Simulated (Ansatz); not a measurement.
Consider the redistribution: `F[SiH2]C1=C[SiH2]1` + `[CH3][AlH][SiH2]C` → `[CH3][AlH][SiH2]F` + `C[SiH2]C1=C[SiH2]1`.

Isolated molecules relaxed with PBE0-D4/def2-TZVP in Ansatz; ΔE leaves out vibrations. CBS: MP2 limit from def2 TZ/QZ plus the TZ coupled-cluster correction, frozen cores. Each species was taken in one conformer, which may not be the lowest.

`F[SiH2]C1=C[SiH2]1`:

Z-matrix (Å, degrees):
```
Si
C 1 1.834
F 1 1.599 2 108.7
H 1 1.484 2 112.0 3 -118.7
H 1 1.483 2 109.8 3 117.7
Si 2 1.829 1 152.9 3 -40.0
C 2 1.337 1 139.9 3 143.1
H 6 1.480 2 121.0 1 -73.7
H 6 1.480 2 120.5 1 77.7
H 7 1.084 2 134.5 1 -1.3
```

`[CH3][AlH][SiH2]C`:

Cartesian coordinates in Å:
```
C -0.918 2.182 -0.252
Al 0.501 1.084 -1.034
Si 0.940 -1.216 -0.274
C -0.194 -1.799 1.115
H -1.617 2.515 -1.027
H -1.492 1.670 0.523
H -0.496 3.093 0.188
H 1.389 1.718 -2.197
H 2.361 -1.337 0.180
H 0.813 -2.161 -1.428
H -1.239 -1.768 0.801
H -0.090 -1.158 1.994
H 0.042 -2.823 1.412
```

`[CH3][AlH][SiH2]F`:

```xyz
10

C    -1.687   -0.608    0.705
Al    0.252   -0.705    0.521
Si    1.461    0.905   -0.912
F     0.434    1.944   -1.604
H    -2.171   -0.661   -0.276
H    -1.981    0.357    1.135
H    -2.100   -1.399    1.334
H     1.118   -1.807    1.277
H     2.457    1.725   -0.159
H     2.218    0.250   -2.020
```

`C[SiH2]C1=C[SiH2]1`:

Z-matrix (Å, degrees):
```
C
Si 1 1.869
H 1 1.093 2 110.8
H 1 1.093 2 110.8 3 -120.0
H 1 1.092 2 110.8 3 119.9
C 2 1.849 1 112.0 3 179.9
H 2 1.489 1 110.6 3 59.6
H 2 1.489 1 110.6 3 -59.8
Si 6 1.828 2 153.8 1 180.0
C 6 1.337 2 139.0 1 0.1
H 9 1.482 6 121.1 2 75.7
H 9 1.482 6 121.1 2 -75.6
H 10 1.084 6 134.6 2 -0.0
```

```json
{"species": "`F[SiH2]C1=C[SiH2]1`", "CCSD(T)/def2-TZVPP energy (Eh)": "-756.91943"}
{"species": "`[CH3][AlH][SiH2]C`", "CCSD(T)/def2-TZVPP energy (Eh)": "-612.52671"}
{"species": "`[CH3][AlH][SiH2]F`", "CCSD(T)/def2-TZVPP energy (Eh)": "-672.48094"}
{"species": "`C[SiH2]C1=C[SiH2]1`", "CCSD(T)/def2-TZVPP energy (Eh)": "-696.96136"}
```

**Question.** Work out ΔE.

**Answer.** ΔE = (-672.48094) + (-696.96136) − (-756.91943) − (-612.52671) = 0.00384 Eh = +10.1 kJ/mol. CCSD(T)/CBS gives +8.7 kJ/mol.

Largest T1 diagnostic among the species: 0.013.
